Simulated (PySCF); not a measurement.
# Ionisation energy of Cd by level of theory

Cd [Kr] 4d10 5s2 (1S) → Cd⁺ [Kr] 4d10 5s1 (2S), as a difference of total energies. All numbers are calculated (PySCF 2.14, scalar relativity by spin-free X2C-1e, in x2c-TZVPPall). Correlated levels: valence and next inner shell: [Ar] 3d10 frozen. The calculations carry no spin-orbit coupling.

```json
{"method": "UHF", "ionisation energy (eV)": "7.331", "error (eV)": "-1.663"}
{"method": "MP2 (valence and next inner shell)", "ionisation energy (eV)": "8.809", "error (eV)": "-0.185"}
{"method": "SCS-MP2 (valence and next inner shell)", "ionisation energy (eV)": "8.751", "error (eV)": "-0.243"}
{"method": "CCSD (valence and next inner shell)", "ionisation energy (eV)": "8.651", "error (eV)": "-0.343"}
{"method": "CCSD(T) (valence and next inner shell)", "ionisation energy (eV)": "8.776", "error (eV)": "-0.218"}
```

Reference: 8.994 eV (measured; NIST Atomic Spectra Database, ionization energies).

Errors of the correlated levels include the incompleteness of this basis and the frozen core.
